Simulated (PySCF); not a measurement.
Si(H)2(OH)(SH) (H₄OSSi), SMILES O[SiH2]S.

Geometry: ωB97X-D3(BJ)/def2-TZVP. Other conformers were not sampled.

The numbers are results of ωB97X-D3(BJ)/def2-TZVP (PySCF 2.14.0), not measurements.

Frequencies are harmonic and unscaled.

```
mode  ν (cm⁻¹)  IR (km/mol)  moving atoms (share of kinetic energy)
----  --------  -----------  --------------------------------------
1          195         11.0         H 50 %, O 24 %, Si 15 %, S 12 %
2          243         56.0                                  H 86 %
3          318         97.3                  H 58 %, O 27 %, S 10 %
4          524         49.4                 S 44 %, Si 37 %, H 17 %
5          535         27.0                         H 79 %, Si 16 %
6          724         51.7                                  H 90 %
7          807         14.6                                  H 91 %
8          845        142.9                          H 56 %, O 36 %
9          920          9.1                 H 49 %, O 31 %, Si 20 %
10         929        348.1                         H 79 %, Si 15 %
11         971        103.0                         H 89 %, Si 10 %
12        2259        119.0                                  H 97 %
13        2294        101.5                                  H 97 %
14        2749          0.5                                  H 97 %
15        3918         96.3                                  H 94 %
```
